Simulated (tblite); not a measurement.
Species: C4H9NSi.
SMILES with atom numbers: `[SiH3:1]/[N:2]=[CH:3]/[CH:4]1[CH2:5][CH2:6]1` (hydrogens: H7, H8, H9 on Si1; H10 on C3; H11 on C4; H12, H13 on C5; H14, H15 on C6)

Structure used (GFN2-xTB), in Å, numbered top down from 1:
```xyz
15
C4H9NSi angstrom
Si     3.0129   -0.2539    0.4174
N      1.3064   -0.3393    0.5646
C      0.3457    0.0492   -0.1416
C     -1.0447   -0.1757    0.2536
C     -2.0743   -0.4378   -0.8213
C     -2.0833    0.8628   -0.1017
H      3.4344   -1.6525    0.4333
H      3.5449    0.4094   -0.7821
H      3.4261    0.4798    1.6110
H      0.4730    0.5795   -1.0980
H     -1.1541   -0.6971    1.1955
H     -2.8455   -1.1605   -0.6046
H     -1.7347   -0.4543   -1.8460
H     -2.8615    1.0544    0.6203
H     -1.7498    1.7440   -0.6288
```

Method: GFN2-xTB as coded in tblite; computed harmonic values from a numerical Hessian at the method's own geometry, unscaled. This tight-binding method is rough: wavenumbers can miss measured ones by several per cent, in bad cases by 10 to 20. Modes of hydrogen on silicon can be 10 to 20 % off. One conformer, not necessarily the lowest.

Harmonic wavenumbers (cm⁻¹): 73.9, 119.2, 122.8, 174.0, 321.4, 357.6, 372.8, 557.7, 604.1, 760.3, 788.1, 796.0, 811.1, 852.8, 859.2, 888.1, 901.5, 946.8, 1024.6, 1063.2, 1065.0, 1095.5, 1153.1, 1175.6, 1231.0, 1312.0, 1397.7, 1433.3, 1483.5, 1746.9, 2186.5, 2276.2, 2279.3, 2794.8, 3068.1, 3090.5, 3091.0, 3098.5, 3115.1.

A = 13045, B = 1084, C = 1069 MHz; mass 99.050 u (most abundant isotopes); point group Cs, symmetry number 1.

Problem. What is the zero-point energy?

Solution. ½Σν̃ = 25244 cm⁻¹ = 301.99 kJ/mol.

Problem. Entropy at 200 K, 1 bar (ideal gas, RRHO, classical rotation)?

Solution. Translation 157.87, rotation 109.89, vibration 50.57: S = 318.3 J/(mol K).

Problem. And Cp and H(200 K) − H(0)?

Solution. Cp = 92.01 J/(mol K), of which vibrations give 58.75 (their classical limit is 39 R = 324.3); H(200 K) − H(0) = 12.41 kJ/mol without the zero-point energy, 5.76 from vibrations.

Problem. What must be added to the electronic energy to get the Gibbs energy at 200 K and 1 bar?

Solution. ZPE + [H(200 K) − H(0)] − T·S = 301.99 + 12.41 − 63.67 = 250.73 kJ/mol.

Problem. Which modes carry the vibrational entropy at 200 K?

Solution. 73.9 cm⁻¹: 13.66; 119.2 cm⁻¹: 9.84; 122.8 cm⁻¹: 9.61; 174.0 cm⁻¹: 6.97; 321.4 cm⁻¹: 2.98; 357.6 cm⁻¹: 2.43 J/(mol K); the other 33 give 5.07 together.

Problem. Blend soft modes into free rotors: weight 1/[1 + (100 cm⁻¹/ν̃)⁴] for the oscillator and the rest for a rotor with moment μB/(μ + B), μ = h/(8π²ν), B = 10⁻⁴⁴ kg m². What vibrational entropy results?

Solution. 48.94 J/(mol K) in place of 50.57, which changes −T·S at 200 K by +0.33 kJ/mol.

Problem. How do the functions run with temperature in this model?

Solution. 
```csv
T (K),S (J/(mol K)),Cp (J/(mol K)),H − H(0) (kJ/mol),G − H(0) (kJ/mol),ln q(vib)
150,294.2,77.0,8.19,-35.93,1.76
250,340.7,109.0,17.43,-67.74,3.49
298.15,361.3,126.1,23.09,-84.64,4.34
400,403.3,160.5,37.73,-123.60,6.19
600,478.9,212.2,75.34,-211.97,9.89
900,575.0,260.9,146.94,-370.53,15.29
```

q(vib) and H(0) count from the zero-point level.

Hindered rotation and anharmonicity are outside this model. Other conformers, if any are populated, would add a mixing term that is left out.
